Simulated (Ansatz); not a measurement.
CH4BrNOSi (`N=C(Br)[SiH2]O`). Charge 0, multiplicity 1.

```xyz
9

N     0.2504   -0.2447   -1.9719
C     0.7681   -0.1384   -0.8415
Br    2.6989   -0.0884   -0.7082
Si   -0.0157   -0.0214    0.8707
O    -1.6489   -0.0455    0.6795
H    -0.7691   -0.2686   -1.8929
H     0.3952   -1.2133    1.6416
H     0.4479    1.2368    1.5042
H    -2.1268    0.7834    0.7185
```

(1) List the harmonic frequencies (cm⁻¹, unscaled) at PBE0-D4/def2-TZVP in Ansatz. (Best estimate.)

(2) Is this a minimum?

(3) Give the ideal-gas thermochemistry at 298.15 K and 1 bar (rigid rotor, harmonic oscillator; point group C1, symmetry number 1).

(4) And at 400, 500, 600, 800 and 1000 K?

(5) Rotational constants (cm⁻¹)?

Answers

(1) Ansatz gave: 75, 105, 169, 232, 331, 350, 486, 620, 715, 754, 840, 869, 887, 924, 949, 1193, 1717, 2243, 2274, 3447, 3933.

(2) Yes, all 21 modes are real.

(3) Zero-point energy 138.2 kJ/mol; H(298) − E = 159.3 kJ/mol; entropy 358.8 J/(mol·K), of which translation 171.7, rotation 117.9, vibration 69.2; G(298) − E = 52.4 kJ/mol. Modes under 100 cm⁻¹ are hindered rotations or soft bends, so the harmonic entropy is rough.

(4) 
| T (K) | H − E (kJ/mol) | S (J/mol/K) | G − E (kJ/mol) |
| --- | --- | --- | --- |
| 400 | 171.1 | 392.6 | 14.1 |
| 500 | 184.2 | 421.7 | -26.7 |
| 600 | 198.4 | 447.6 | -70.2 |
| 800 | 229.3 | 492.0 | -164.3 |
| 1000 | 262.7 | 529.2 | -266.5 |

(5) 0.2021, 0.03966, 0.03365.
